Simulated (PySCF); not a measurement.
## Mayer bond orders and bond lengths

Compound: C₄H₈F₂O.
Numbering: `[CH3:1][O:2][C@:3]([CH3:4])([F:5])[CH2:6][F:7]` (hydrogens: H8, H9, H10 on C1; H11, H12, H13 on C4; H14, H15 on C6)

Structure used (GFN2-xTB), in Å, numbered top down from 1:
```xyz
15
C4H8F2O angstrom
C      2.026   -0.276    0.126
O      0.736   -0.862    0.197
C     -0.315   -0.123   -0.306
C     -1.576   -0.970   -0.223
F     -0.057    0.150   -1.653
C     -0.475    1.238    0.403
F     -1.734    1.740    0.232
H      2.720   -1.077    0.374
H      2.237    0.089   -0.881
H      2.138    0.539    0.847
H     -2.399   -0.446   -0.699
H     -1.811   -1.160    0.819
H     -1.396   -1.913   -0.731
H     -0.320    1.106    1.479
H      0.222    1.975   -0.007
```

Bond orders from the PBE0/pcSseg-1 density (PySCF). Isolated species at its GFN2-xTB geometry (one conformer only).

Task: Where do the orders between heavy atoms depart from those drawn in the SMILES?

Result: The largest departure is 0.130, at C3–F5 (drawn single, 0.870). Drawn single, order below 0.88: C3–F5 (0.870).

Task: Set the Mayer orders of the bonds between heavy atoms beside their lengths.

Result: 
```
 bond  drawn as  length (Å)  Mayer order
C1–O2    single       1.419        0.896
O2–C3    single       1.380        0.998
C3–C4    single       1.521        1.014
C3–F5    single       1.398        0.870
C3–C6    single       1.543        0.966
C6–F7    single       1.366        0.906
```

By pair of heavy elements: C–O: lowest C1–O2 (0.896, 1.419 Å), highest O2–C3 (0.998, 1.380 Å). C–C: lowest C3–C6 (0.966, 1.543 Å), highest C3–C4 (1.014, 1.521 Å). C–F: lowest C3–F5 (0.870, 1.398 Å), highest C6–F7 (0.906, 1.366 Å).

Task: And the bonds to hydrogen?

Result: C–H: 0.94 to 0.98 (8 bonds).

Task: Sum the orders of all bonds at each heavy atom with more than one neighbour and set the sums beside the valence in the SMILES.

Result: C1 3.789 (drawn 4), O2 1.894 (drawn 2), C3 3.848 (drawn 4), C4 3.879 (drawn 4), C6 3.758 (drawn 4). Orders between atoms that aren't bonded are not in these sums.

The Mayer order sums products of elements of PS (density times overlap matrix) between the two atoms' basis functions, so it depends on the basis set.
